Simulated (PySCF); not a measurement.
## Core binding energy against partial charge

C5H14BN.
Cartesian coordinates in Å at the PBE0-D3(BJ)/def2-SVP level; atoms count from 1:
```xyz
21
C5H14BN angstrom
C      1.6359   -0.1622    1.1911
N      0.5902    0.0366    0.1841
C      1.1981    0.1339   -1.1515
B     -0.5435   -1.1735    0.2022
C     -1.8215   -0.3997   -0.4577
C     -1.4993    1.1096   -0.3706
C     -0.2386    1.2337    0.4763
H      2.1619   -1.1022    0.9790
H      2.3559    0.6726    1.1797
H      1.1683   -0.2417    2.1796
H      1.8546    1.0173   -1.2165
H      0.4107    0.2049   -1.9104
H      1.7778   -0.7766   -1.3443
H     -0.0612   -2.1188   -0.4123
H     -0.6905   -1.4284    1.3956
H     -2.7413   -0.6322    0.0999
H     -2.0223   -0.6853   -1.5028
H     -2.3037    1.7098    0.0816
H     -1.3269    1.5491   -1.3666
H      0.3445    2.1554    0.3055
H     -0.4885    1.1780    1.5455
```

Binding energies: PySCF, delta-SCF UKS SCAN, pcX-2 on the ionised atom, pcseg-1 elsewhere, spin-free X2C. Charges: PBE0/pcSseg-1 ground-state density, for the ionised atom.

```json
{"atom": "C5", "environment": "sp3 carbon bound to boron", "C 1s (eV)": "288.98", "Mulliken (e)": "-0.414", "IAO (e)": "-0.391", "Hirshfeld (e)": "-0.153", "ESP (e)": "-0.218"}
{"atom": "C6", "environment": "ring CH2 carbon", "C 1s (eV)": "290.37", "Mulliken (e)": "-0.234", "IAO (e)": "-0.257", "Hirshfeld (e)": "-0.071", "ESP (e)": "-0.134"}
{"atom": "C7", "environment": "sp3 carbon bound to nitrogen", "C 1s (eV)": "291.59", "Mulliken (e)": "-0.046", "IAO (e)": "-0.151", "Hirshfeld (e)": "-0.008", "ESP (e)": "-0.121"}
{"atom": "C1", "environment": "N-methyl carbon", "C 1s (eV)": "291.94", "Mulliken (e)": "-0.075", "IAO (e)": "-0.297", "Hirshfeld (e)": "-0.046", "ESP (e)": "-0.540"}
```

Task: Give the correlation coefficient and slope of binding energy on charge for each scheme.

Result: Mulliken: r = 0.99, slope 7.8 eV per e; Hirshfeld: r = 0.92, slope 20.1 eV per e; IAO: r = 0.69, slope 9.4 eV per e; ESP: r = -0.43, slope -2.9 eV per e. Mulliken charges have the highest r, on only 4 points.

Task: The point-charge model writes a binding energy as kq + V + constant, with V the potential of the other atoms' charges at the site. What does it give with the Hirshfeld charges?

Result: V = Σ 14.40 eV Å × q/r over all other atoms: +0.29 eV at C5, +0.33 eV at C6, +0.58 eV at C7, +1.77 eV at C1. Fitting binding energy − V to q gives k = 15.6 eV per e and leaves an rms residual of 0.10 eV, against 0.44 eV for the fit on q alone. The model has no term for differences in relaxation between sites.

The structure is a single PBE0-D3(BJ)/def2-SVP conformer in the gas phase; no vibrational or solvent corrections.
